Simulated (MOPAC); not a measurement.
MOPAC input (PM3):

```
PM3 PRECISE GNORM=0.05 LET XYZ UHF MS=0.5 GEO-OK AUX(PRECISION=9) THREADS=1
InO

In   -0.00000000 1   -0.00000000 1   -0.27269741 1
O     0.00000000 1    0.00000000 1    1.67027163 1
```

Question: What heat of formation does the run end on?

Answer: 42.21 kcal/mol.
